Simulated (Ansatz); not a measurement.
Cost and result for the atomization energy of `[F][GeH]([Cl])[I]` (5 atoms, 4 bonds).

Total charge 0; spin multiplicity 1. Correlated methods include outer-core shells of Ge, I, which these sets cover unevenly. Scalar relativity is left out up to krypton. I takes the def2 core potential. All single points use the PBE0-D4/def2-TZVP geometry. Program: Ansatz. All runs use 4 threads of a server CPU on a shared host. Times are those of one run each, without the atoms' runs, and a repeat can differ threefold. Electronic energies, without spin–orbit coupling; frozen cores. CCSD(T)/CBS adds CCSD(T) − MP2 in def2-TZVPP to the MP2 limit, and its time is that of the two runs behind it. T1 = 0.010. With those shells the extrapolation isn't a true limit. HSE06 is the plane-wave form, built on full-range PBE exchange.

CCSD(T)/CBS is a level of theory with its own doubt, some kJ/mol a heavy atom from the limit and from the frozen cores, so smaller differences don't rank the functionals.

| level | functions | wall time |
| --- | --- | --- |
| revPBE-D4/def2-TZVPP | 185 | 1.2 s |
| PBE-D4/def2-TZVPP (with forces) | 185 | 1.5 s |
| PBE0-D4/def2-TZVPP | 185 | 2.1 s |
| HSE06-D4/def2-TZVPP | 185 | 2.4 s |
| CAM-B3LYP-D4/def2-TZVPP | 185 | 2.6 s |
| r2SCAN-D4/def2-TZVPP (with forces) | 185 | 3 s |
| r2SCANh-D4/def2-TZVPP | 185 | 3.4 s |
| CCSD(T)/def2-SVP | 95 | 3.9 s |
| B97M-V/def2-TZVPP | 185 | 4.3 s |
| ωB97M-V/def2-TZVPP (with forces) | 185 | 7 s |
| MP2/def2-QZVPP | 328 | 8.5 s |
| CCSD(T)/def2-TZVPP | 185 | 63 s |
| CCSD(T)/CBS(def2) | – | 72 s |

What atomization energy does each give, and how far from CCSD(T)/CBS? (Estimate.)

Computed: 
```csv
level,atomization (kJ/mol),difference from CCSD(T)/CBS,per bond
revPBE-D4/def2-TZVPP,1366.7,-40.3,-10.1
PBE-D4/def2-TZVPP (with forces),1417.1,10.1,2.5
PBE0-D4/def2-TZVPP,1381.8,-25.2,-6.3
HSE06-D4/def2-TZVPP,1382.7,-24.3,-6.1
CAM-B3LYP-D4/def2-TZVPP,1368.9,-38.1,-9.5
r2SCAN-D4/def2-TZVPP (with forces),1406.3,-0.7,-0.2
r2SCANh-D4/def2-TZVPP,1389.8,-17.2,-4.3
CCSD(T)/def2-SVP,1265.7,-141.3,-35.3
B97M-V/def2-TZVPP,1410.1,3.1,0.8
ωB97M-V/def2-TZVPP (with forces),1376.6,-30.4,-7.6
MP2/def2-QZVPP,1449.6,42.6,10.6
CCSD(T)/def2-TZVPP,1361.1,-45.9,-11.5
CCSD(T)/CBS(def2),1407.0,0.0,0.0
```

At CCSD(T), def2-SVP lies −141.2 kJ/mol from the extrapolated value and def2-TZVPP −45.9 kJ/mol: correlation converges slowly with the basis, and small sets miss more of it in the bonded molecule than in its fragments. From BLYP to BHLYP (50 % exact exchange), in def2-TZVPP and without D4, the atomization energy moves by −39.2 kJ/mol: exact exchange takes away binding that semilocal exchange gives to molecules. Leaving LDA and LC-ωPBE aside and taking each functional with its dispersion term where it has one, the values, not all of them listed here, spread over 100.6 kJ/mol, from BHLYP-D4 to PBE-D4. LDA lies +234.0 kJ/mol from PBE without D4, its usual overbinding.

Spin–orbit coupling would lower the free I atoms strongly, and the atomization energy with them, by more than many differences here. For some Ge, Se and Sn compounds the MP2-based and the directly extrapolated limit differ by 10 to 25 kJ/mol.
